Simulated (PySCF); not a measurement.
Compound: 2-chloronaphthalene, C10H7Cl.
Numbering: `[Cl:1][c:2]1[cH:3][cH:4][c:5]2[cH:6][cH:7][cH:8][cH:9][c:10]2[cH:11]1` (hydrogens: H12 on C3; H13 on C4; H14 on C6; H15 on C7; H16 on C8; H17 on C9; H18 on C11)

Method used: PBE0-D3(BJ)/def2-SVP geometry optimisation, gas phase (PySCF).

Problem. List the bond lengths and angles at this level.

Solution. 
```
   bond  length (pm)
 Cl1–C2        173.3
  C2–C3        141.5
  C3–C4        137.3
  C4–C5        141.9
  C5–C6        141.8
  C6–C7        137.5
  C7–C8        141.4
  C8–C9        137.5
 C9–C10        141.9
C10–C11        141.8
 C2–C11        137.4
 C5–C10        142.9
 C3–H12        109.1
 C4–H13        109.3
 C6–H14        109.3
 C7–H15        109.2
 C8–H16        109.3
 C9–H17        109.3
C11–H18        109.1
```

A selection of angles:
```
     angle  degrees
 Cl1–C2–C3    118.6
Cl1–C2–C11    120.1
 C3–C2–C11    121.3
  C2–C3–C4    119.4
  C3–C4–C5    121.3
  C4–C5–C6    122.3
 C4–C5–C10    118.7
 C6–C5–C10    119.0
  C5–C6–C7    120.7
  C6–C7–C8    120.3
  C7–C8–C9    120.4
 C8–C9–C10    120.7
C9–C10–C11    121.8
 C5–C10–C9    118.9
C5–C10–C11    119.2
C2–C11–C10    120.0
```

Of the pairs four or more bonds apart, H13···H14 is among the closest relative to their van der Waals radii: 2.48 Å, 103 % of the sum of Bondi's values. The 6-membered ring C2–C3–C4–C5–C10–C11 has internal angles of 118.7° to 121.3° (sum 720°, against 720° for a flat polygon); it is planar, 0.00 Å rms from its mean plane, widest ring torsion 0°. The 11 heavy atoms lie in one plane (0.001 Å rms). The C–C distances run from 1.373 Å (C3–C4, aromatic) to 1.429 Å (C5–C10, aromatic), a spread of 0.056 Å. The 6-membered ring C5–C6–C7–C8–C9–C10 has internal angles of 118.9° to 120.7° (sum 720°, against 720° for a flat polygon); it is planar, 0.00 Å rms from its mean plane, widest ring torsion 0°.

Point group: Cs (every atom within 0.08 Å of its image). Stationary, but not proved a minimum.

Time: 93 s wall. Hardware: one thread, x86-64 server, no GPU, on a shared host. This is the geometry optimisation.
